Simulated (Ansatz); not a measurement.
The first iterations of a band of Cl2Ge2H4O + ClH (11 atoms, charge 0, multiplicity 1).

Computed with Ansatz 0.2.0, RKS PBE/def2-SVP.

```
movable images  : 7
climbing image  : yes
spring          : 0.5 eV/Å²
optimiser       : quadratic models (default)
start path      : through a guess of the saddle point
force threshold : 0.05 eV/Å
iteration limit : 60
end points      : relaxed
```

Image 0:

```xyz
11
Properties=species:S:1:pos:R:3
Ge -0.161 -0.299 0.394
Ge 0.085 -0.299 2.829
H -0.592 -1.610 3.300
H 1.588 -0.295 3.165
H -0.654 0.934 3.390
Cl 1.583 -1.019 -0.701
Cl -0.573 1.714 -0.459
O -1.561 -1.322 -0.037
H -1.660 -1.409 -1.006
Cl 1.987 2.706 1.791
H 1.056 2.630 0.868
```

Image 8:

```xyz
11
Properties=species:S:1:pos:R:3
Ge 0.412 -0.026 -0.968
Ge -0.083 0.483 3.556
H -1.070 0.227 2.377
H 1.138 -0.453 3.402
H -0.836 0.175 4.873
Cl 1.479 -1.145 -2.450
Cl -1.051 1.235 -1.929
O -0.341 -1.212 0.107
H -0.671 -0.775 0.924
Cl 1.768 1.257 0.133
H 0.352 1.965 3.510
```

| iteration | highest image above the first end (eV) | largest band force component (eV/Å) |
| --- | --- | --- |
| 1 | 55.951 | 251.626 |
| 2 | 4.270 | 19.904 |
| 3 | 2.928 | 16.422 |
| 4 | 1.877 | 7.822 |
| 5 | 1.590 | 3.995 |
| 6 | 1.278 | 1.844 |
| 7 | 1.239 | 0.999 |
| 8 | 1.316 | 0.861 |
| 9 | 1.272 | 0.924 |
| 10 | 1.190 | 0.722 |

Q: Does the band converge within its limit, and where does its top end?

A: It converged. It ended after 32 iterations with the highest image 1.941 eV above the first end. Neighbouring images differ by up to 1.8 eV, so the band resolves the path poorly. The order of the point at the top wasn't checked. The orbitals stay closed-shell, which can raise the energy where a bond breaks towards radicals; this wasn't checked here.

The run took 4.1 min on 4 threads of Intel(R) Xeon(R) 6975P-C (Granite Rapids), with other jobs on the host, peak memory 0.29 GiB.
